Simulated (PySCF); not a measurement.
## Calculated data, AlClH5NSi, AlBH2NO, BClFHSi, AlBClHN

All values are calculated (PySCF 2.14.0). Calculation on a computer-drawn molecule: optimised geometry and harmonic frequencies of an isolated molecule of the commonest isotopes, restricted reference for singlets and unrestricted otherwise, frozen core in MP2.

Common to all runs: charge 0; basis cc-pV(D+d)Z.

```yaml
- entry: 1
  formula: AlClH5NSi
  start_structure:
    atoms_angstrom:
      - [Al, -1.7917, -1.5402, 0.6109]
      - ["N", -1.2743, 0.0117, 0.1107]
      - [Si, -0.5069, 0.8241, -1.268]
      - [Cl, -1.9321, 1.6076, -2.499]
      - [H, -3.039, -1.9219, 1.2311]
      - [H, -0.8516, -2.8297, 0.2018]
      - [H, -1.6076, 0.7446, 0.7818]
      - [H, 0.1834, -0.229, -2.0167]
      - [H, 0.2777, 1.9265, -0.8257]
  given:
    multiplicity: 1
    method: HF
    drawn_bonds_atom: [1, 2, 3, 1, 1, 2, 3, 3]
    drawn_bonds_other_atom: [2, 3, 4, 5, 6, 7, 8, 9]
    drawn_bonds_order: [1, 1, 1, 1, 1, 1, 1, 1]
  results:
    optimised_atom_element: [Al, "N", Si, Cl, H, H, H, H, H]
    "optimised_atom_x [angstrom]": [-1.756, -1.423, -0.5249, -1.76, -2.685, -1.092, -1.887, 0.3088, 0.2774]
    "optimised_atom_y [angstrom]": [-1.617, 0.09177, 0.7777, 1.527, -1.883, -2.75, 0.7795, -0.2626, 1.93]
    "optimised_atom_z [angstrom]": [0.5329, 0.09947, -1.185, -2.69, 1.776, -0.3332, 0.6733, -1.804, -0.7429]
    "modes_frequency [cm^-1]": [50.85, 157.8, 189.9, 273.8, 510.7, 537.6, 580.1, 603.7, 662.7, 741.9, 832.6, 854.9, 956.6, 984.0, 1032, 1238, 2012, 2022, 2349, 2365, 3739]
    "modes_reduced_mass [dalton]": [4.709, 1.312, 2.896, 3.196, 2.372, 1.524, 1.571, 1.944, 1.218, 1.623, 1.075, 1.276, 2.564, 1.232, 1.074, 1.387, 1.045, 1.039, 1.041, 1.041, 1.074]
    "rotational_constants [GHz]": [8.93, 1.387, 1.292]
    "total_energy [hartree]": -1047.8373
    "convergence_status_largest_gradient_component [hartree/bohr]": 1.319e-05
- entry: 2
  formula: AlBH2NO
  start_structure:
    atoms_angstrom:
      - [O, -2.328, -0.2498, 2.9877]
      - [B, -1.6088, -1.2437, 2.706]
      - ["N", -0.903, -2.3809, 2.4686]
      - [Al, -1.0573, -3.6429, 1.1714]
      - [H, -0.03, -2.4565, 3.0096]
      - [H, -1.1695, -3.3375, -0.4115]
  given:
    multiplicity: 2
    method: HF
    drawn_bonds_atom: [1, 2, 3, 3, 4]
    drawn_bonds_other_atom: [2, 3, 4, 5, 6]
    drawn_bonds_order: [2, 1, 1, 1, 1]
  results:
    "rotational_constants [GHz]": null
    "total_energy [hartree]": null
    spin_squared: null
- entry: 3
  formula: BClFHSi
  start_structure:
    atoms_angstrom:
      - [F, 1.4695, 0.3485, 2.7434]
      - [B, 1.2291, 1.1473, 1.7026]
      - [Si, -0.7156, 1.7719, 1.326]
      - [Cl, -0.3875, 3.6383, 2.2739]
      - [H, 2.1784, 1.4673, 1.0356]
  given:
    multiplicity: 1
    method: MP2
    drawn_bonds_atom: [1, 2, 3, 2]
    drawn_bonds_other_atom: [2, 3, 4, 5]
    drawn_bonds_order: [1, 1, 1, 1]
  results:
    "total_energy [hartree]": null
    "rotational_constants [GHz]": null
- entry: 4
  formula: AlBClHN
  start_structure:
    atoms_angstrom:
      - [B, -0.1592, -1.535, -0.7723]
      - ["N", -1.2037, -1.3618, -1.4344]
      - [Al, -2.6244, -1.0741, -2.4368]
      - [Cl, -4.5228, -1.742, -1.7335]
      - [H, 0.8187, -1.6997, -0.1471]
  given:
    multiplicity: 2
    method: MP2
    drawn_bonds_atom: [1, 2, 3, 1]
    drawn_bonds_other_atom: [2, 3, 4, 5]
    drawn_bonds_order: [2, 1, 1, 1]
  results:
    spin_squared: null
```

**Q.** Estimate the rotational constants of AlBH2NO (entry 2).
**A.** 32.68, 2.829, 2.603 GHz

**Q.** Estimate the total energy of AlBH2NO (entry 2).
**A.** -397.1793 hartree

**Q.** Estimate the spin squared of AlBH2NO (entry 2).
**A.** 0.7544

**Q.** What total energy does the calculation give for BClFHSi (entry 3)?
**A.** -873.6582 hartree

**Q.** Give the missing rotational constants for BClFHSi (entry 3).
**A.** 7.98, 2.545, 2.065 GHz

**Q.** Give the table of modes values for BClFHSi (entry 3).
**A.** 
Modes:
| frequency (cm⁻¹) | reduced mass (dalton) |
| --- | --- |
| 70.28 | 17.59 |
| 153.6 | 2.421 |
| 219.6 | 10.2 |
| 508.2 | 26.24 |
| 557.4 | 4.571 |
| 799.6 | 1.698 |
| 1098 | 1.384 |
| 1259 | 5.772 |
| 2617 | 1.09 |

**Q.** AlBClHN (entry 4): spin squared?
**A.** 0.7529

Further results for AlBH2NO (entry 2):

- convergence status largest gradient component: 2.695e-05 hartree/bohr

Optimised structure:
```xyz
6
AlBH2NO
O     -2.2956    -0.3307     2.7340
B     -1.5901    -1.2905     2.6102
N     -0.7733    -2.4066     2.4601
Al    -0.6468    -3.5288     1.0396
H     -0.1966    -2.5741     3.2678
H     -1.5943    -3.1806    -0.1800
```

Modes:
| frequency (cm⁻¹) | reduced mass (dalton) |
| --- | --- |
| 149.9 | 5.856 |
| 219.9 | 1.517 |
| 500.6 | 1.145 |
| 500.8 | 3.186 |
| 590 | 7.523 |
| 623.3 | 2.03 |
| 746.9 | 2.98 |
| 1067 | 3.418 |
| 1293 | 1.544 |
| 1953 | 1.046 |
| 2157 | 11.76 |
| 3771 | 1.074 |

Further results for BClFHSi (entry 3):

* convergence status largest gradient component: 3.156e-05 hartree/bohr

Optimised structure:
```xyz
5
BClFHSi
F      1.4659     0.3773     2.7703
B      1.1958     1.1532     1.7003
Si    -0.7447     1.7505     1.2915
Cl    -0.2909     3.5683     2.2739
H      2.1478     1.5240     1.0455
```

Further results for AlBClHN (entry 4):

- rotational constants: 20.19, 2.058, 1.868 GHz
- total energy: -781.6605 hartree
- convergence status largest gradient component: 1.644e-05 hartree/bohr

Optimised structure:
```xyz
5
AlBClHN
B     -0.1284    -1.5375    -0.7577
N     -1.2301    -1.3916    -1.3850
Al    -2.6499    -1.0811    -2.4312
Cl    -4.5660    -1.7224    -1.7849
H      0.8830    -1.6800    -0.1652
```

Modes:
| frequency (cm⁻¹) | reduced mass (dalton) |
| --- | --- |
| 88.18 | 4.766 |
| 122.8 | 4.699 |
| 228 | 10.43 |
| 497.2 | 22.73 |
| 673.1 | 12.21 |
| 721.2 | 1.332 |
| 735.9 | 1.332 |
| 1795 | 5.674 |
| 2900 | 1.173 |
